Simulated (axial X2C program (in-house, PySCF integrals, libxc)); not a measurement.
## Potential curves of LiSb, scalar-relativistic

Computed with an in-house all-electron X2C program for linear molecules (integrals from PySCF). Spin-free means the one-electron spin-free X2C Hamiltonian. Basis: Sb dyall-cv3z [11s12p8d4f1g], Li dyall-cv3z [7s8p2d] (cores contracted in-house); Gaussian nuclei, density fitting, unrestricted open shells. Masses: Sb 120.904 u, Li 7.016 u.

State: M_S = 1, Λ = 0 (beyond evenly filled blocks: π+α, π-α). Energies in kJ/mol from the fragments at the same level (Sb + Li). Fits are polynomials in 1 − R0/R over 0.85 to 1.23 times the lowest point R0.

```json
{"R (Å)": "2.2716", "HF": "-22.12", "MP2": "-83.97"}
{"R (Å)": "2.3760", "HF": "-42.81", "MP2": "-104.36"}
{"R (Å)": "2.4543", "HF": "-52.43", "MP2": "-113.85"}
{"R (Å)": "2.5327", "HF": "-58.09", "MP2": "-119.44"}
{"R (Å)": "2.6110", "HF": "-60.57", "MP2": "-121.91"}
{"R (Å)": "2.7024", "HF": "-60.31", "MP2": "-121.68"}
{"R (Å)": "2.7938", "HF": "-57.44", "MP2": "-118.85"}
{"R (Å)": "2.9113", "HF": "-51.04", "MP2": "-112.25"}
{"R (Å)": "3.0549", "HF": "-40.88", "MP2": "-99.97"}
```

Correlated methods: 6 electrons correlated (number of frozen shells: Sb 4 s, 3 p, 2 d; Li 1 s), 232 virtual spin orbitals or spinors in MP2.

One determinant describes the state; a PBE0 search over occupations chose it and may have missed a lower one. De is counted from the lowest determinant-based energies of the atoms at the same level, without counterpoise correction. Other states lie close and PBE0, whose exact exchange favours high spin, may order them wrongly; the determinant shown need not be the ground state. The nearest other spin-free determinant of the search, M_S = 0, Λ = 2, lies 0.76 eV up at the distance of the search. Some points did not converge and are left out. The determinant is spin-polarised beyond a pure state at some levels (its spin-free form has ⟨S²⟩ too high), which makes Re and μ there less reliable. The stretched end of a curve changes character and is left out. With the outer-core shells frozen, correlated bond lengths of heavy atoms tend to come out a few hundredths of an ångström too long. MP2 and coupled cluster on one determinant become unreliable at the stretched end.

Question: Fit the HF curve near its minimum: give the equilibrium distance, the harmonic wavenumber and the well depth.

Answer: At HF, spin-free: Re = 2.648 Å, ωe ≈ 396 cm⁻¹, De = 0.63 eV to Sb + Li; Be follows as 0.363 cm⁻¹.

Question: Fit the MP2 curve near its minimum: give the equilibrium distance, the harmonic wavenumber and the well depth.

Answer: At MP2, spin-free: Re = 2.648 Å, ωe ≈ 392 cm⁻¹, De = 1.27 eV to Sb + Li; Be follows as 0.362 cm⁻¹.
